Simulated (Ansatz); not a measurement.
Reaction (substitution at a C–C bond): `CCC(C)(C)OC(C)=O` + `[SiH3][AsH2]` → `CC[AsH][SiH3]` + `CC(=O)OC(C)C`

Calculated with Ansatz (gas phase, PBE0-D4/def2-TZVP geometries, no zero-point term in ΔE). CBS: MP2 limit from def2 TZ/QZ plus the TZ coupled-cluster correction, frozen cores. DFT in def2-TZVPP. B3LYP here is the variant with VWN-RPA as its local correlation; programs differ in this. For As outer-core shells are correlated without core-valence functions, which leaves a few kJ/mol of doubt a bond. Scalar relativity is left out up to krypton. One conformer a species, not always the lowest.

`CCC(C)(C)OC(C)=O`:

Cartesian coordinates in Å:
```
C -0.698 -0.588 2.295
C -1.141 0.415 1.245
C -0.150 0.663 0.109
C 1.204 1.115 0.631
C -0.738 1.666 -0.868
O -0.041 -0.643 -0.529
C 0.751 -0.842 -1.586
C 0.677 -2.275 -2.027
O 1.433 -0.003 -2.114
H -1.499 -0.761 3.017
H -0.447 -1.547 1.839
H 0.174 -0.239 2.852
H -2.081 0.083 0.794
H -1.345 1.383 1.715
H 1.867 1.389 -0.188
H 1.066 1.984 1.279
H 1.680 0.328 1.216
H -0.062 1.851 -1.700
H -1.693 1.303 -1.257
H -0.921 2.611 -0.350
H 1.283 -2.412 -2.919
H 1.040 -2.925 -1.228
H -0.359 -2.554 -2.227
```

`[SiH3][AsH2]`:

Z-matrix (Å, degrees):
```
Si
As 1 2.365
H 1 1.486 2 113.4
H 1 1.486 2 108.2 3 -121.1
H 1 1.486 2 108.2 3 121.1
H 2 1.523 1 92.0 3 -46.4
H 2 1.523 1 92.0 3 45.8
```

`CC[AsH][SiH3]`:

Z-matrix (Å, degrees):
```
C
C 1 1.518
H 1 1.094 2 110.9
H 1 1.093 2 111.3 3 -119.8
H 1 1.093 2 111.5 3 120.1
As 2 1.989 1 111.3 3 -177.2
H 2 1.093 1 110.8 3 -59.7
H 2 1.091 1 111.3 3 59.9
Si 6 2.359 2 96.7 1 -167.0
H 6 1.526 2 95.8 1 -74.3
H 9 1.489 6 112.5 2 44.6
H 9 1.488 6 108.7 2 -75.3
H 9 1.487 6 109.6 2 166.1
```

`CC(=O)OC(C)C`:

Z-matrix (Å, degrees):
```
C
C 1 1.499
H 1 1.092 2 109.8
H 1 1.092 2 109.9 3 117.8
H 1 1.087 2 109.6 3 -121.0
O 2 1.202 1 125.1 3 120.9
O 2 1.339 1 110.8 3 -59.3
C 7 1.443 2 117.1 1 179.7
C 8 1.513 7 109.6 2 -83.4
C 8 1.510 7 106.2 2 153.9
H 8 1.093 7 107.4 2 35.5
H 9 1.093 8 110.4 7 -59.6
H 9 1.090 8 110.7 7 61.4
H 9 1.092 8 110.0 7 -179.1
H 10 1.093 8 110.7 7 61.7
H 10 1.091 8 110.9 7 -58.8
H 10 1.092 8 110.0 7 -178.6
```

Question: Is it downhill or uphill in electronic energy at CCSD(T)/CBS, and by how much? (An estimate is asked.)

Answer: The calculation gave: Nearly level: ΔE = -2.8 kJ/mol.

Question: What do these levels give: B3LYP-D4, PBE, r2SCANh, r2SCAN0, RPA@PBE/def2-TZVPP, HF/CBS(def2)? (An estimate is asked.)

Answer: Ansatz gave: B3LYP-D4 -6.9, PBE -13.7, r2SCANh -5.0, r2SCAN0 -4.6, RPA@PBE/def2-TZVPP -1.7, HF/CBS(def2) -13.4 kJ/mol.

Largest T1 diagnostic among the species: 0.013.

From PBE to PBE0 (25 % exact exchange), in def2-TZVPP and without D4, ΔE moves by +3.1 kJ/mol. The D4 term adds +8.0 kJ/mol with B3LYP and +5.0 kJ/mol with PBE0; it sums over pairs of atoms, weighted by their polarisabilities, and B3LYP, whose exchange is more repulsive, gets the larger term. At CCSD(T), def2-SVP lies +18.2 kJ/mol from the extrapolated value and def2-TZVPP +0.5 kJ/mol.
